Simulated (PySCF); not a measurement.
# `InChI=1S/C6H7BNO2/c1-6(9)7-4-2-3-5-8(7)10/h2-5H,1H3/q-1`, charge -1

Cartesian coordinates in Å; atom numbers follow the order of the lines, from 1:
```xyz
17

C    -2.672    0.730    0.084
C    -1.826   -0.520    0.246
O    -2.381   -1.594    0.476
B    -0.258   -0.340    0.086
C     0.604   -1.443   -0.444
C     1.964   -1.265   -0.586
C     2.532   -0.052   -0.208
C     1.750    0.964    0.297
N     0.414    0.887    0.442
O    -0.172    1.950    0.930
H    -3.703    0.570    0.400
H    -2.191    1.522    0.658
H    -2.655    1.029   -0.965
H     0.189   -2.400   -0.743
H     2.609   -2.048   -0.978
H     3.599    0.112   -0.302
H     2.191    1.908    0.597
```

Total charge -1.

Theory: quadratic response LC-wPBE/def2-SVPD first hyperpolarisability, Taylor convention, gas phase (PySCF 2.14.0). Geometry: GFN2-xTB.

For a gas-phase anion, states above the detachment energy (about 3.5 eV, taken as minus the energy of the highest occupied orbital) lie in the continuum and depend on the basis.

Give the tensor of the second harmonic β(−2ω;ω,ω) at 1907 nm in the axes of these coordinates.

In au, Taylor convention; rows are the first index (the induced dipole):
|  | xx | yy | zz | xy | xz | yz |
| --- | --- | --- | --- | --- | --- | --- |
| x | +414.7 | -106.0 | -25.6 | +201.5 | +38.7 | -63.0 |
| y | +208.1 | +131.4 | +27.1 | -112.9 | -66.0 | +63.5 |
| z | +40.9 | +62.8 | +52.0 | -65.3 | -28.0 | +26.6 |

Norm of βᵢ = ⅓ Σⱼ (βᵢⱼⱼ + βⱼᵢⱼ + βⱼⱼᵢ): 481.2 au, hyper-Rayleigh value 236.5 au.
